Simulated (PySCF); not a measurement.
SMILES N[SiH2]OB(O)O (H₆BNO₃Si) (PBE0/def2-SVP optimised geometry):

```
12

Si     1.329    -0.781     0.050
N      1.033    -1.984    -1.139
O      0.304     0.557     0.000
B     -1.058     0.557     0.000
O     -1.762     1.727     0.000
O     -1.739    -0.630     0.000
H      1.192    -1.395     1.400
H      2.690    -0.231    -0.182
H      1.319    -1.826    -2.098
H      0.151    -2.485    -1.103
H     -1.170     2.485     0.012
H     -2.690    -0.491     0.019
```

Computed with PBE0/def2-TZVP run with PySCF.

Q: What are the frontier orbital energies and the dipole moment?

A: HOMO-2 -9.36 eV, HOMO-1 -8.80 eV, HOMO -7.70 eV, LUMO 0.56 eV, LUMO+1 0.99 eV; dipole moment 1.34 D.

On the same geometry PBE/def2-TZVP (PySCF) gives HOMO-2 -7.60 eV, HOMO-1 -7.29 eV, HOMO -6.22 eV, LUMO -0.29 eV, LUMO+1 0.14 eV; dipole moment 1.37 D.

Meta-Löwdin charges at PBE0/def2-TZVP: Si1 0.95, N2 -0.74, O3 -0.65, B4 0.57, O5 -0.55, O6 -0.56, H7 -0.12, H8 -0.12, H9 0.24, H10 0.25, H11 0.36, H12 0.36.
